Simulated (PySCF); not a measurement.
Compound: CH₇B₃ClN.
InChI=1S/CH7B3ClN/c1-4(5)6(2)3/h2-3H2,1H3

The calculation used PBE0-D3(BJ)/def2-SVP geometry optimisation, gas phase in PySCF.

Masses are those of the commonest isotopes; rigid-rotor values at the optimised geometry. 

Q: Give the principal moments of inertia and the rotational constants in GHz.

A: Ia = 127.17, Ib = 218.93, Ic = 342.83 u·Å²; 505379 MHz·u·Å²/I gives 3974, 2308 and 1474 MHz, that is A = 3.9740, B = 2.3084, C = 1.4741 GHz.

Q: What kind of rotor is it?

A: An asymmetric top. Ray's parameter κ = (2B − A − C)/(A − C) = -0.333; −1 is the prolate and +1 the oblate limit.

Q: What does the inertial defect say?

A: Not planar: Δ = Ic − Ia − Ib = -3.27 u·Å². For a rigid frame Δ = −2 Σ m c², so Σ m c² = 1.63 u·Å² lies off the ab plane: 1.57 from hydrogen and 0.06 from heavier atoms. The atom farthest from that plane is 0.89 Å away.

Q: Give the other two planar moments, Paa and Pbb, and the rms extents of the mass along the axes.

A: Paa = Σ m a² = (Ib + Ic − Ia)/2 = 217.29 and Pbb = Σ m b² = (Ia + Ic − Ib)/2 = 125.54 u·Å². With the mass M = 101.05 u, the rms extents √(P/M) along a, b and c are 1.47, 1.11, 0.13 Å.

Q: Give the coordinates in the principal-axis frame, origin at the centre of mass.

A: The sense of each axis is arbitrary; atoms in the order of the calculation.
```
atom  mass (u)   a (Å)   b (Å)   c (Å)
  B1    11.009   2.366  -0.448  -0.043
  N2    14.003   1.122   0.278   0.004
  B3    11.009   1.202   1.721   0.039
  B4    11.009  -0.142  -0.459   0.009
  C5    12.000  -0.239  -2.022   0.032
 Cl6    34.969  -1.663   0.446  -0.017
  H7     1.008   2.373  -1.653  -0.071
  H8     1.008   3.403   0.164  -0.055
  H9     1.008   0.205   2.392   0.086
 H10     1.008   2.293   2.232   0.023
 H11     1.008  -1.278  -2.372   0.073
 H12     1.008   0.308  -2.437   0.894
 H13     1.008   0.241  -2.455  -0.861
```

Q: List the rotational levels J(Ka,Kc) to J = 4 (cm⁻¹).

A: Above 0(0,0):
J = 1: 1(0,1) 0.1262, 1(1,1) 0.1817, 1(1,0) 0.2096
J = 2: 2(0,2) 0.3704, 2(1,2) 0.4062, 2(1,1) 0.4897, 2(2,1) 0.6564, 2(2,0) 0.6645
J = 3: 3(0,3) 0.7201, 3(1,3) 0.7385, 3(1,2) 0.9039, 3(2,2) 1.0349, 3(2,1) 1.0718, 3(3,1) 1.3868, 3(3,0) 1.3883
J = 4: 4(0,4) 1.1670, 4(1,4) 1.1749, 4(1,3) 1.4429, 4(2,3) 1.5332, 4(2,2) 1.6276, 4(3,2) 1.9041, 4(3,1) 1.9144, 4(4,1) 2.3797, 4(4,0) 2.3800
Those of J = 1 are B + C, A + C and A + B.

Q: Predict some low-J microwave lines.

A: The dipole components are |μa| = 0.39 D, |μb| = 1.14 D, |μc| = 0.01 D. The squared components, which scale the intensities, stand as 0.12 : 1.00 : 0.00 (a : b : c). Some of the stronger lines:

```tsv
type	branch	J(Ka,Kc)	MHz	lower level (cm⁻¹)
a	Q	4(3,1) ← 4(3,2)	310	1.904
a	Q	1(1,0) ← 1(1,1)	834	0.182
b	Q	3(2,1) ← 3(1,2)	5033	0.904
b	Q	3(1,2) ← 3(0,3)	5510	0.720
b	Q	4(2,2) ← 4(1,3)	5538	1.443
a	R	2(0,2) ← 1(0,1)	7322	0.126
b	Q	4(1,3) ← 4(0,4)	8269	1.167
b	R	3(0,3) ← 2(1,2)	9410	0.406
b	Q	4(2,3) ← 4(1,4)	10740	1.175
b	R	3(1,3) ← 2(0,2)	11036	0.370
b	R	4(1,3) ← 3(2,2)	12230	1.035
a	R	3(1,2) ← 2(1,1)	12417	0.490
b	R	4(0,4) ← 3(1,3)	12847	0.739
b	R	4(1,4) ← 3(0,3)	13634	0.720
b	Q	4(4,0) ← 4(3,1)	13956	1.914
a	R	4(2,3) ← 3(2,2)	14937	1.035
a	R	4(3,2) ← 3(3,1)	15509	1.387
b	R	3(3,1) ← 2(2,0)	21653	0.665
b	R	3(3,0) ← 2(2,1)	21943	0.656
b	R	4(2,2) ← 3(1,3)	26654	0.739
```

Stationary, but not proved a minimum. No vibrational averaging or centrifugal distortion is included, and the geometry carries the error of its method. A rigid rotor knows nothing of internal rotation, which can split or shift real lines. Quadrupole hyperfine structure (11B, 14N, 35Cl) is left out.

Shape of the structure used: `[BH2:1][N:2]([BH2:3])[B:4]([CH3:5])[Cl:6]`: B1–N2–B4–C5 3°.
